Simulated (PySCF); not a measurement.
Pb: electron affinity

Pb⁻ [Xe] 4f14 5d10 6s2 6p3 (4S) → Pb [Xe] 4f14 5d10 6s2 6p2 (3P), as a difference of total energies. Computed with PySCF 2.14 in aug-cc-pwCVTZ-DK3, with scalar relativity by spin-free X2C-1e. Correlated levels: valence: [Xe] 4f14 5d10 frozen. The calculations carry no spin-orbit coupling.

```
           method  electron affinity (eV)
              UHF                   0.865
    MP2 (valence)                   1.216
SCS-MP2 (valence)                   1.079
   CCSD (valence)                   1.229
CCSD(T) (valence)                   1.263
```

Task: How much does correlation contribute at CCSD(T) (valence)?

Result: 1.263 − (0.865) = 0.398 eV, measured against UHF.

Spin-orbit coupling is strong in these open shells (close to jj coupling). The scalar numbers leave it out and a first-order estimate fails, so it can dominate the gap to the real levels.

Errors of the correlated levels include the incompleteness of this basis and the frozen core.

For comparison: 0.357 eV (measured; photodetachment measurements, as compiled on the Wikipedia data page of electron affinities).
